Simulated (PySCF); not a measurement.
**Basis and Hamiltonian dependence of the excitation energy of Pt**

Pt [Xe] 4f14 5d9 6s1 (3D) → Pt [Xe] 4f14 5d10 (1S). All values are computed (PySCF 2.14, energy differences of UHF-based or UKS calculations, no spin-orbit coupling). Values in eV.

```csv
basis,Hamiltonian,functions,UHF,LDA,PBE0,MP2 (valence),CCSD(T) (valence),CCSD(T) (valence and next inner shell)
def2-SVPD with the def2 core potential (60 electrons),ECP,35,0.993,0.453,0.514,0.425,n/a,n/a
aug-cc-pVDZ-PP with ECP60MDF,ECP,54,1.008,0.398,0.485,0.301,0.446,n/a
def2-TZVPPD with the def2 core potential (60 electrons),ECP,59,1.031,0.407,0.506,0.209,0.351,0.462
aug-cc-pwCVDZ-PP with ECP60MDF,ECP,70,1.020,0.411,0.496,0.280,0.432,0.589
ANO-RCC-VTZP,spin-free X2C,84,1.075,0.399,0.556,0.263,0.421,0.482
def2-QZVPPD with the def2 core potential (60 electrons),ECP,88,1.040,0.412,0.513,0.182,0.339,0.443
aug-cc-pVTZ-PP with ECP60MDF,ECP,88,1.067,0.422,0.525,0.219,0.382,n/a
x2c-TZVPPall,spin-free X2C,97,1.064,0.395,0.547,0.258,0.415,0.479
"aug-cc-pVTZ-PP with one added diffuse shell each of s, p, d, f, g type with ECP60MDF",ECP,113,1.067,0.422,0.525,0.216,n/a,n/a
aug-cc-pwCVTZ-PP with ECP60MDF,ECP,122,1.070,0.424,0.527,0.212,n/a,n/a
aug-cc-pVQZ-PP with ECP60MDF,ECP,135,1.073,0.424,0.529,0.168,n/a,n/a
```

Frozen in the all-electron rows: valence: [Xe] 4f14; valence and next inner shell: [Kr] 4d10 4f14; with a core potential, the same shells as far as they lie outside it.

Reference for a calculation without spin-orbit coupling: 0.239 eV (measured, between term centres; NIST).
